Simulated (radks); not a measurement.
The copper ion Cu3+, configuration [Ar] 3d8. Calculated with a radial shooting solver on a logarithmic mesh with Libxc functionals: scalar-relativistic Kohn-Sham, AM05, spin-unpolarised, spherical densities, finite nucleus; Fermi nuclear charge, rms radius 3.8823 fm.

Unscreened Slater integrals over Kohn-Sham orbitals (eV). Empty in this configuration: 4s.

| integral | value |
|---|---|
| F0(3d,3d) | 29.449 |
| F2(3d,3d) | 13.666 |
| F4(3d,3d) | 8.5089 |
| F0(3d,3p) | 31.181 |
| F2(3d,3p) | 14.752 |
| G1(3d,3p) | 18.201 |
| G3(3d,3p) | 11.068 |
| F0(3d,3s) | 31.760 |
| G2(3d,3s) | 13.830 |
| F0(3d,2p) | 41.013 |
| F2(3d,2p) | 8.1198 |
| G1(3d,2p) | 6.1411 |
| G3(3d,2p) | 3.4914 |
| F0(3d,4s) | 14.883 |
| G2(3d,4s) | 1.7442 |
| F0(3p,3p) | 33.363 |
| F2(3p,3p) | 16.663 |
| F0(3p,3s) | 34.001 |
| G1(3p,3s) | 22.494 |
| F0(3p,2p) | 45.388 |
| F2(3p,2p) | 9.1112 |
| G0(3p,2p) | 3.5233 |
| G2(3p,2p) | 3.7122 |
| F0(3p,4s) | 15.141 |
| G1(3p,4s) | 1.0787 |
| F0(3s,3s) | 34.698 |
| F0(3s,2p) | 46.238 |
| G1(3s,2p) | 3.8045 |
| F0(3s,4s) | 15.203 |
| G0(3s,4s) | 0.78269 |
| F0(2p,2p) | 120.26 |
| F2(2p,2p) | 56.714 |
| F0(2p,4s) | 16.406 |
| G1(2p,4s) | 0.41467 |
| F0(4s,4s) | 11.878 |

Derived for the open shells (J is the average intra-shell exchange parameter used in DFT+U). 3d: Racah B = F2/49 - 5 F4/441 = 0.1824 eV, C = 35 F4/441 = 0.6753 eV, C/B = 3.70, F4/F2 = 0.623, J = (F2 + F4)/14 = 1.584 eV.
